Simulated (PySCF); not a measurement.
CH6BFGeO, SMILES CO[B](F)[GeH3].

The structure is a stationary point at TPSSh-D3(BJ)/def2-SVP. The structure was generated by enumeration, and PubChem lists no compound with its InChIKey, so it may never have been made. Other conformers were not sampled.

The numbers are results of PBE/def2-TZVP run with PySCF, not measurements.

Symmetry labels are those of the subgroup Cs that the program uses (full group Cs).

Computed valence orbital energies around the gap with their symmetry:
```
orbital  symmetry  energy (eV)
-------  --------  -----------
HOMO−7         A'       -11.57
HOMO−6         A"       -10.69
HOMO−5         A'       -10.17
HOMO−4         A'        -8.71
HOMO−3         A"        -8.29
HOMO−2         A'        -8.20
HOMO−1         A"        -7.85
HOMO           A'        -7.02
LUMO           A"        -1.38
LUMO+1         A'        -0.09
LUMO+2         A'         0.15
LUMO+3         A'         1.02
```
